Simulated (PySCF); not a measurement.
Atoms are numbered as in `[CH3:1][N:2]([SiH3:3])[N:4]([CH3:5])[C:6]([CH3:7])([CH3:8])[CH3:9]`; H(Xn) means a hydrogen on atom n.

Theory: shielding tensors at PBE0/pcSseg-1 (GIAO), structure optimised with GFN2-xTB, in PySCF 2.14 (gas phase, one conformer, equivalent nuclei averaged, no relativistic terms).

Chemical shifts δ = σref − σ; ¹³C (186.93 ppm), ¹H (31.72 ppm), ²⁹Si (349.16 ppm) vs TMS; ¹⁵N (267.73 ppm) vs NH3, all at this level.

```json
{"atoms": "C7/C8/C9", "nucleus": "¹³C", "count": "3", "δ (ppm)": "30.7"}
{"atoms": "N4", "nucleus": "¹⁵N", "count": "1", "δ (ppm)": "?"}
{"atoms": "N2", "nucleus": "¹⁵N", "count": "1", "δ (ppm)": "?"}
{"atoms": "C5", "nucleus": "¹³C", "count": "1", "δ (ppm)": "33.4"}
{"atoms": "C1", "nucleus": "¹³C", "count": "1", "δ (ppm)": "32.8"}
{"atoms": "H(C1)", "nucleus": "¹H", "count": "3", "δ (ppm)": "2.67"}
{"atoms": "H(Si3)", "nucleus": "¹H", "count": "3", "δ (ppm)": "4.71"}
{"atoms": "C6", "nucleus": "¹³C", "count": "1", "δ (ppm)": "58.4"}
{"atoms": "Si3", "nucleus": "²⁹Si", "count": "1", "δ (ppm)": "-47.8"}
{"atoms": "H(C7)/H(C8)/H(C9)", "nucleus": "¹H", "count": "9", "δ (ppm)": "1.20"}
{"atoms": "H(C5)", "nucleus": "¹H", "count": "3", "δ (ppm)": "?"}
```

Complete the table.

Answers


- H(C5): 2.74 ppm, hydrogen on a methyl carbon bonded to N; its carbon carries N, hence the downfield position
- N4: 91.4 ppm, nitrogen bonded to O or N
- N2: 73.1 ppm, nitrogen bonded to O or N

Shifts are as computed. Against solution values, carbons near 30 ppm lie about +3 ppm off and those near 130 ppm about +5 ppm. Of 1211 compounds with measured shifts, 218 miss one by over three times the rms of a fit or turn the order of signals round; such compounds aren't used in these exercises. Experimental scales use liquid or dissolved standards, which lie at an offset from isolated NH3 (liquid NH3: subtract about 20 ppm).
